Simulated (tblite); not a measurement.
C5H7FO3.
Numbering: `[CH2:1]=[CH:2][C@@H:3]1[O:4][CH2:5][O:6][C@@H:7]([F:8])[O:9]1` (hydrogens: H10, H11 on C1; H12 on C2; H13 on C3; H14, H15 on C5; H16 on C7)

Computed with GFN2-xTB (tblite), gas phase: Langevin dynamics at 200 K from the optimised GFN2-xTB geometry, time step 0.5 fs, friction 0.01 fs⁻¹, 2000 steps. The instantaneous temperature is 2·E(kin)/(3Nk) with all 3N coordinates.

```tsv
t (fs)	T (K)	E(pot) above start (eV)	C1=C2 (Å)	C2–C3 (Å)	C3–O4 (Å)	O4–C5 (Å)	C5–O6 (Å)	C1–H10 (Å)	C1–C2–C3–O4 (°)
0	163	0.000	1.318	1.497	1.406	1.391	1.415	1.076	-122
50	109	0.184	1.341	1.518	1.397	1.396	1.434	1.092	-133
100	117	0.381	1.297	1.551	1.406	1.355	1.387	1.047	-120
150	196	0.273	1.359	1.469	1.393	1.423	1.413	1.080	-121
200	114	0.346	1.287	1.480	1.414	1.359	1.438	1.125	-131
250	184	0.316	1.343	1.501	1.445	1.428	1.398	1.049	-140
300	215	0.196	1.330	1.501	1.380	1.413	1.422	1.057	-133
350	185	0.249	1.302	1.517	1.418	1.359	1.446	1.087	-147
400	132	0.321	1.333	1.468	1.370	1.410	1.367	1.078	-151
450	175	0.446	1.297	1.528	1.423	1.426	1.458	1.104	-165
500	240	0.417	1.337	1.518	1.412	1.344	1.410	1.051	-177
550	214	0.609	1.317	1.444	1.413	1.439	1.404	1.076	172
600	161	0.426	1.321	1.537	1.419	1.361	1.455	1.144	178
650	183	0.462	1.320	1.515	1.368	1.433	1.350	1.046	-177
700	275	0.308	1.336	1.521	1.410	1.369	1.460	1.083	172
750	299	0.354	1.311	1.540	1.381	1.428	1.389	1.112	156
800	188	0.473	1.346	1.513	1.416	1.381	1.468	1.069	160
850	195	0.325	1.296	1.547	1.419	1.384	1.434	1.067	155
900	248	0.347	1.326	1.493	1.417	1.447	1.409	1.056	155
950	224	0.295	1.315	1.502	1.401	1.400	1.441	1.072	165
1000	136	0.298	1.298	1.516	1.393	1.405	1.386	1.113	155
```

**Question.** From 500 fs on, how do temperature and potential energy compare with equipartition?

**Answer.** The mean temperature of these 11 frames is 215 K against the target 200 K, and the mean potential energy 0.39 eV against 42 × kT/2 = 0.36 eV for 42 classical harmonic modes. For 16 atoms in a canonical ensemble the temperature itself scatters by T·√(2/(3N)) = 41 K; here its standard deviation is 46 K. The whole run lasts only 10 friction times of 100 fs, so these averages carry a wide statistical error.

**Question.** What are the kinetic and total energies of the listed frame with the highest potential energy?

**Answer.** The one at 550 fs, 0.609 eV above the start. Its kinetic energy is 3NkT/2 = 0.442 eV at 214 K, so the sum is 1.05 eV; over the listed frames the sum runs from 0.34 to 1.05 eV, since the thermostat adds and removes energy.

**Question.** How much do the listed bonds fluctuate from 500 fs on?

**Answer.** 
```json
{"bond": "C1=C2", "at the start (Å)": "1.318", "mean (Å)": "1.320", "standard deviation (Å)": "0.015"}
{"bond": "C2–C3", "at the start (Å)": "1.497", "mean (Å)": "1.513", "standard deviation (Å)": "0.027"}
{"bond": "C3–O4", "at the start (Å)": "1.406", "mean (Å)": "1.405", "standard deviation (Å)": "0.016"}
{"bond": "O4–C5", "at the start (Å)": "1.391", "mean (Å)": "1.399", "standard deviation (Å)": "0.033"}
{"bond": "C5–O6", "at the start (Å)": "1.415", "mean (Å)": "1.419", "standard deviation (Å)": "0.035"}
{"bond": "C1–H10", "at the start (Å)": "1.076", "mean (Å)": "1.081", "standard deviation (Å)": "0.029"}
```

The motion is classical and holds no zero-point motion.

The cost below is that of the whole dynamics run. Time: 18 s wall; peak memory 0.18 GiB. Hardware: one thread, Arm Neoverse N1 (aarch64), shared host.
